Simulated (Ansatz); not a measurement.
The same path of CH7NSeSi (11 atoms, charge 0, multiplicity 1) was run twice with different band settings. Lost on the way: Si2–H8. Made: N1–H8.

The calculation used RKS B3LYP-D4/def2-SVP in Ansatz.

Relaxed end points:

```xyz
11
Properties=species:S:1:pos:R:3
N -1.219 1.174 -0.462
Si -0.648 -0.036 0.638
C 1.221 -0.170 0.412
Se 1.700 -0.649 -1.455
H -0.977 1.075 -1.444
H -2.154 1.555 -0.355
H -1.201 -1.421 0.462
H -0.998 0.412 2.019
H 1.688 0.815 0.565
H 1.700 -0.883 1.099
H 0.956 -1.927 -1.459
```

```xyz
11
Properties=species:S:1:pos:R:3
N -1.233 0.966 -0.034
Si -0.558 -0.410 1.314
C 1.243 -0.347 0.553
Se 1.470 -0.254 -1.433
H -0.650 0.885 -0.891
H -2.212 0.807 -0.282
H -1.071 -1.512 0.375
H -1.156 1.924 0.315
H 1.799 0.537 0.907
H 1.810 -1.223 0.907
H 0.622 -1.430 -1.711
```

Common settings: movable images 9; climbing image yes; spring 5.0 eV/Å²; optimiser quadratic models (default); start path through a guess of the saddle point; end points relaxed.

| run | force threshold | iteration limit |
| --- | --- | --- |
| 1 | 0.05 eV/Å | 47 |
| 2 | 0.5 eV/Å | 60 |

Problem. What does each run give, and how far can it be trusted?

Solution. Run 1: converged after 10 iterations, highest image 2.999 eV above the first end. Neighbouring images differ by up to 1.3 eV, so the band resolves the path poorly. A vibrational analysis at the climbing image gives one clearly imaginary mode, 1527i cm⁻¹: a first-order saddle point.
Run 2: converged after 7 iterations, highest image 3.004 eV above the first end. The threshold of 0.5 eV/Å is loose, so the images may lie well off the minimum-energy path. Neighbouring images differ by up to 1.3 eV, so the band resolves the path poorly. The order of the stationary point at the top wasn't checked.
The orbitals stay closed-shell, which can raise the energy where a bond breaks towards radicals; this wasn't checked here.
